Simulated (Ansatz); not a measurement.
Consider the substitution at a C–O bond: `COC#CN` + `NBCBr` → `CNBCBr` + `NC#CO`.

Calculated with Ansatz (gas phase, PBE0-D4/def2-TZVP geometries, no zero-point term in ΔE). CBS: MP2 limit from def2 TZ/QZ plus the TZ coupled-cluster correction, frozen cores. For Br outer-core shells are correlated without core-valence functions, which leaves a few kJ/mol of doubt a bond. Scalar relativity is left out up to krypton. Each species was taken in one conformer, which may not be the lowest.

```
 species  SCS-MP2/def2-TZVPP energy (Eh)
`COC#CN`                      -246.72323
 `NBCBr`                     -2693.18043
`CNBCBr`                     -2732.38855
 `NC#CO`                      -207.51480
```

Q: Work out ΔE.

A: ΔE = (-2732.38855) + (-207.51480) − (-246.72323) − (-2693.18043) = 0.00031 Eh = +0.2 kcal/mol. CCSD(T)/CBS gives -0.1 kcal/mol.

Largest T1 diagnostic among the species: 0.013.

In def2-TZVPP, CCSD(T) changes the Hartree–Fock value by −2.2 kcal/mol (the triples alone add −0.1 kcal/mol) and MP2 by −2.2 kcal/mol.
